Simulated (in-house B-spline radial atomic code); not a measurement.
A fraction x of an electron is removed from 3d in Mn2+, starting from [Ar] 3d5 and keeping the highest spin. Level of theory: non-relativistic LDA exchange-only, spin-polarised, spherical fractional occupations, point nucleus; calculated with a B-spline radial code for spherical atoms.

```csv
x,E(x) - E(0) (eV),3d up level (eV)
0,0.0000,-25.070
0.05,1.2728,-25.845
0.14,3.6623,-27.258
0.28,7.6349,-29.504
0.39,10.9793,-31.308
0.5,14.5239,-33.146
0.6,17.9232,-34.845
0.68,20.7658,-36.224
0.78,24.4753,-37.970
0.9,29.1592,-40.100
1,33.2592,-41.903
```

The exact functional would give a straight line between the two integer points. Deviations E(x) - E(0) - x[E(1) - E(0)], in eV: -0.39 at x = 0.05, -0.994 at x = 0.14, -1.678 at x = 0.28, -1.992 at x = 0.39, -2.106 at x = 0.5, -2.032 at x = 0.6, -1.85 at x = 0.68, -1.467 at x = 0.78, -0.774 at x = 0.9.

The curve lies below the straight line by up to 2.106 eV (at x = 0.5): convex, the delocalisation error that favours fractional charges.

Question: How well does Slater's transition state (minus the level at half occupation) give the ionisation energy?

Answer: It gives 33.146 eV against 33.259 eV from the two total energies; NIST lists 33.67 eV, ground level to ground level.
